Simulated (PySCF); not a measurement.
Bi(Br)(Me)2 (C2H6BiBr), SMILES [CH3][Bi]([CH3])[Br].

Coordinates come from a B3LYP-D3(BJ)/def2-SVP optimisation. The def2 effective core potentials stand for the cores of Bi; spin–orbit coupling is left out.

Level of theory: TDA-PBE/def2-SVPD (PySCF).

Vertical excitations. Isolated molecule, no solvent. State labels are in the subgroup Cs.

```csv
state,symmetry,energy (eV),λ (nm),f,main pairs
S1,A',3.81,326,0.019,HOMO→LUMO 97 %
S2,A",4.01,309,0.003,HOMO−1→LUMO 100 %
S3,A',4.70,264,0.021,HOMO−2→LUMO 95 %
S4,A",5.07,244,0.000,HOMO−3→LUMO 99 %
S5,A",5.17,240,0.031,HOMO→LUMO+1 85 %
S6,A',5.31,233,0.001,"HOMO−1→LUMO+1 80 %, HOMO→LUMO+2 18 %"
S7,A',5.61,221,0.035,"HOMO→LUMO+2 67 %, HOMO−1→LUMO+1 10 %"
S8,A",5.76,215,0.002,"HOMO−1→LUMO+2 84 %, HOMO−2→LUMO+1 13 %"
S9,A',6.03,205,0.017,HOMO→LUMO+3 97 %
S10,A",6.12,203,0.050,"HOMO−2→LUMO+1 68 %, HOMO−3→LUMO+2 12 %"
T1,A',3.31,375,0,HOMO→LUMO 99 %
T2,A",3.67,338,0,HOMO−1→LUMO 100 %
T3,A',4.18,296,0,HOMO−2→LUMO 98 %
T4,A",4.63,268,0,HOMO→LUMO+1 93 %
```
Triplets are in the Tamm–Dancoff approximation.
